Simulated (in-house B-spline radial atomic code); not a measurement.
Values are calculated unless marked as measured or tabulated.
# Weak and strong correlation along the adiabatic connection

Two-electron singlets in several external potentials (atomic units), by full CI in B-splines with partial waves to l = 8 (correlation energies up to 0.6 % small). The repulsion is scaled by λ at fixed density; W(λ) is the mean repulsion less the Hartree energy, W(0) = E_x, and the area under W from 0 to 1 is E_xc.

Relative drop (W(λ) − E_x)/E_x:

| system | λ = 0.12 | λ = 0.25 | λ = 0.4 | λ = 0.6 | λ = 0.8 | λ = 1 |
| --- | --- | --- | --- | --- | --- | --- |
| −V exp(−r²/w²), V = 0.722, w = 4.55 | 0.0355 | 0.0675 | 0.0978 | 0.1301 | 0.1557 | 0.1764 |
| −Z/r, Z = 1.5, wall at 2.8 bohr | 0.0123 | 0.0248 | 0.0382 | 0.0546 | 0.0695 | 0.0831 |
| −Z exp(−kr)/r, Z = 1.4, k = 0.094 | 0.0183 | 0.0365 | 0.0555 | 0.0780 | 0.0978 | 0.1154 |
| ω²r²/2 − Z/r, ω = 0.0426, Z = 0.7 | 0.0434 | 0.0816 | 0.1171 | 0.1538 | 0.1820 | 0.2042 |
| −Z/r, Z = 7.25 | 0.0026 | 0.0053 | 0.0085 | 0.0126 | 0.0166 | 0.0206 |
| −Z/r, Z = 0.5, wall at 1.4 bohr | 0.0097 | 0.0196 | 0.0305 | 0.0441 | 0.0568 | 0.0685 |
| empty sphere, radius 0.806 bohr | 0.0060 | 0.0124 | 0.0194 | 0.0285 | 0.0372 | 0.0454 |

Order the systems by how far second-order (GL2) theory, half the initial slope (estimated from the first points of each curve), overshoots the correlation energy, least first.
A. −Z/r, Z = 0.5, wall at 1.4 bohr
B. −Z exp(−kr)/r, Z = 1.4, k = 0.094
C. empty sphere, radius 0.806 bohr
D. −Z/r, Z = 1.5, wall at 2.8 bohr
E. −V exp(−r²/w²), V = 0.722, w = 4.55
F. ω²r²/2 − Z/r, ω = 0.0426, Z = 0.7
G. −Z/r, Z = 7.25

G (GL2/E_c = 1.04), C (GL2/E_c = 1.08), A (GL2/E_c = 1.13), D (GL2/E_c = 1.18), B (GL2/E_c = 1.25), E (GL2/E_c = 1.52), F (GL2/E_c = 1.59).

What else changes along this order?

The ratio follows the bend of the curve. With it the leading natural occupation goes from 1.999 to 1.861 and −T_c/E_c from 0.97 to 0.63 between the first and the last.
